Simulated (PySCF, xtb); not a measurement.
YF₂, SMILES [F][Y][F] (connectivity only; charge and spin as stated), neutral, multiplicity 2.

Harmonic wavenumbers (cm⁻¹) from GFN2-xTB in xtb at its own minimum, in rising order: 118, 230, 261.

Question: What does PBE-D3(BJ)/def2-TZVP (PySCF) give at its own minimum? (The exact figures need the calculation; the answer reports its results.)

Answer: 129, 587, 594. Paired by order, the mean absolute difference is 234 cm⁻¹ and the zero-point energies are 0.9 and 1.9 kcal/mol.
